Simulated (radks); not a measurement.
All-electron atom: the zirconium ion Zr2+ in [Kr] 4d2. All-electron calculation, scalar-relativistic Kohn-Sham, PBE, spin-unpolarised, spherical densities, finite nucleus; Fermi nuclear charge, rms radius 4.2694 fm. Program: a radial shooting solver on a logarithmic mesh with Libxc functionals. Some entries of the table are withheld. Estimate them.

orbital,occ.,eigenvalue (hartree),<r> (bohr)
1s,2,-655.5848,0.03707
2s,2,-91.29847,0.1626
2p,6,-81.47446,(1)
3s,2,-15.40996,0.4584
3p,6,-12.20889,0.4621
3d,10,-6.95519,(2)
4s,2,-2.53520,1.212
4p,6,-1.72427,1.363
4d,2,-0.63575,2.009

Answer. 
(1) 2p <r> (bohr): 0.1417
(2) 3d <r> (bohr): 0.4525
